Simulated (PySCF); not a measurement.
Electronic structure of N (nitrogen, neutral) at the UHF level

Configuration: [He] 2s2 2p2 3s1, high-spin 4P determinant (an excited configuration). All numbers are calculated (PySCF 2.14, no relativity, point nucleus, in aug-cc-pVTZ with one added diffuse shell each of s, p, d, f type (6s5p4d3f, 62 functions)).

```json
{
 "Total energy": "-54.034697 hartree",
 "One-electron energy": "-71.4941 hartree",
 "Hartree (Coulomb) energy": "23.7649 hartree",
 "Exchange energy": "-6.3056 hartree",
 "Kinetic energy": "54.02308 hartree",
 "⟨S²⟩": "3.7564",
 "⟨L²⟩": "2.016",
 "Sum of ⟨r⟩": "10.85 bohr",
 "Sum of ⟨r²⟩": "41.22 bohr²",
 "Traceless quadrupole moment −½Σ⟨3z² − r²⟩ along its main axis": "0.160 e·bohr²",
 "Density at the nucleus (Gaussians lack the cusp)": "200 bohr⁻³",
 "Spin density at the nucleus": "0.304 bohr⁻³",
 "Langevin diamagnetic susceptibility": "-32.7 ×10⁻⁶ cm³/mol"
}
```

| shell | electrons | mean orbital energy (eV) | rms radius, mean of both spins (bohr) |
| --- | --- | --- | --- |
| 1s α | 1 | -438.15 | 0.265 |
| 1s β | 1 | -436.04 | 0.265 |
| 2s α | 1 | -38.467 | 1.38 |
| 2s β | 1 | -29.656 | 1.38 |
| 2p α | 2 | -24.509 | 1.40 |
| 3s α | 1 | -3.929 | 5.78 |

The outer electron is Rydberg-like, and this basis confines it to a smaller radius and binds it less than a complete one would.

Spin-orbit constants ζ (cm⁻¹) from the X2C one-electron operator on these orbitals (non-relativistic here): bare nucleus, nucleus screened by l(l+1)(2l+1)/3 electrons, and screened by the Breit-Pauli mean field of the electrons.

| shell | bare | screened nucleus | mean field |
| --- | --- | --- | --- |
| 2p | 153.6 | 109.7 | 91.74 |

To first order the Landé constant is A = 30.58 cm⁻¹, so the lowest level has J = 1/2 and lies 0.00948 eV below the centre of the term. This holds in LS coupling only.
